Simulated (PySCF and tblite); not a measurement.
The numbers below are computed, except where a source is named.
Stationary points of C$_{4}$H$_{4}$BrNSe$_{2}$ at GFN2-xTB, in Å:

Structure A

```
 1 C    -2.269   -0.326    0.238
 2 C    -1.737    0.731    0.822
 3 Br   -2.448    1.475    2.419
 4 Se   -0.190    1.756    0.277
 5 Se    0.435    0.729   -1.655
 6 C     1.700   -0.675   -0.948
 7 C     2.733   -0.059   -0.177
 8 N     3.533    0.466    0.449
 9 H    -3.140   -0.819    0.634
10 H    -1.850   -0.722   -0.675
11 H     2.112   -1.175   -1.826
12 H     1.127   -1.378   -0.339
```

Structure B

```
 1 C    -1.940    0.652   -0.259
 2 C    -1.651    0.302    0.978
 3 Br   -2.453    1.125    2.490
 4 Se   -0.428   -1.062    1.586
 5 Se    0.394   -1.938   -0.349
 6 C     2.037   -0.795   -0.612
 7 C     1.649    0.563   -0.820
 8 N     1.293    1.640   -0.968
 9 H    -2.644    1.435   -0.479
10 H    -1.466    0.168   -1.098
11 H     2.546   -1.198   -1.488
12 H     2.663   -0.893    0.277
```

Structure C

```
 1 C    -2.776    0.240    0.025
 2 C    -1.971    0.527    1.034
 3 Br   -2.609    1.352    2.624
 4 Se   -0.101    0.219    1.192
 5 Se    0.281   -0.772   -0.892
 6 C     2.259   -0.878   -0.712
 7 C     2.812    0.433   -0.557
 8 N     3.220    1.492   -0.421
 9 H    -3.828    0.469    0.059
10 H    -2.401   -0.231   -0.872
11 H     2.616   -1.345   -1.632
12 H     2.497   -1.506    0.151
```

Geometries: GFN2-xTB; energies: PBE0/pcSseg-1 + D3(BJ), IEF-PCM dichloromethane; zero-point and thermal terms from GFN2-xTB harmonic modes (soft modes blended into free rotors).

**Question.** Which structure is a saddle point, and along which motion?

**Answer.** C: one imaginary mode (19i cm⁻¹ at GFN2-xTB, mostly on Se4, N8, C1), along the rotation about the Se4–Se5 bond (torsion C2–Se4–Se5–C6 from 92° to 270°, rising).

**Question.** Give their symmetry and energies above the lowest.

**Answer.** A C1, 0.0 kcal/mol; B C1, 0.1 kcal/mol; C C1, 8.0 kcal/mol.

Spin–orbit effects of heavy atoms on shieldings are missing.
